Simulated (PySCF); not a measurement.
C₆H₉F₂O (doublet state).
Geometry (GFN2-xTB, Å), atoms numbered from 1 in this order:
```xyz
18
C6H9F2O angstrom
C     -1.9234    1.3495   -0.3980
C     -1.5206    0.1590    0.0235
C     -2.4114   -0.8303    0.7130
O     -0.2588   -0.3576   -0.1004
C      0.7299    0.4411   -0.7302
C      2.0269   -0.2627   -0.6488
F      2.7115   -0.4298   -1.7985
C      2.7030   -0.6428    0.6013
F      3.2154    0.4778    1.2670
H     -1.2848    2.0560   -0.8951
H     -2.9412    1.6556   -0.2483
H     -2.0285   -1.0408    1.7097
H     -3.4225   -0.4457    0.7890
H     -2.4191   -1.7643    0.1548
H      0.7867    1.4124   -0.2053
H      0.4728    0.6228   -1.7819
H      1.9989   -1.0960    1.3073
H      3.5564   -1.2979    0.4092
```

The hyperfine couplings belong to this conformer and change with its torsions.

Identity: `C(C)(OC[C](CF)F)=C` [radical].

Method used: UKS B3LYP, pcH-1 on C F H O, non-relativistic, mean-field spin-orbit, GIAO (PySCF). Isolated species at its GFN2-xTB geometry (one conformer only). Couplings are sensitive to structure, and on GFN2-xTB geometries they can be far from those on DFT ones. Stability of the SCF solution: not tested.

The Mulliken spin populations are largest on C6 (+0.89) and F7 (+0.07). No atom but C6 exceeds +0.15. The angles at C6 add up to 359.5°, so it is planar.

Problem. How do the β-proton couplings of this frozen conformer go with θ, the angle between the C–H bond and the normal to the plane of the spin centre's three neighbours, both seen down the bond from centre to carbon?

Solution. 
| β H | on | centre | θ (°) | cos²θ | a (G) |
| --- | --- | --- | --- | --- | --- |
| H15 | C5 | C6 | 27 | 0.79 | +32.57 |
| H16 | C5 | C6 | 87 | 0.00 | +2.51 |
| H17 | C8 | C6 | 49 | 0.43 | +12.44 |
| H18 | C8 | C6 | 76 | 0.06 | +0.50 |

Fitting the Heller–McConnell form a = ρ(B0 + B2 cos²θ), with Mulliken ρ = 0.89, gives B0 = -0.6 G and B2 = 43.6 G, with a largest miss of 3.9 G.

Couplings in gauss use g_iso = 2.0033.

Hardware: one thread, Intel Xeon Platinum 8259CL at 2.50 GHz (x86_64), shared host with 96 logical CPUs at a one-minute load of 23. Cost: 2.0 min of wall time (with the writing of density and orbital grids), 1.0 GiB resident at most.
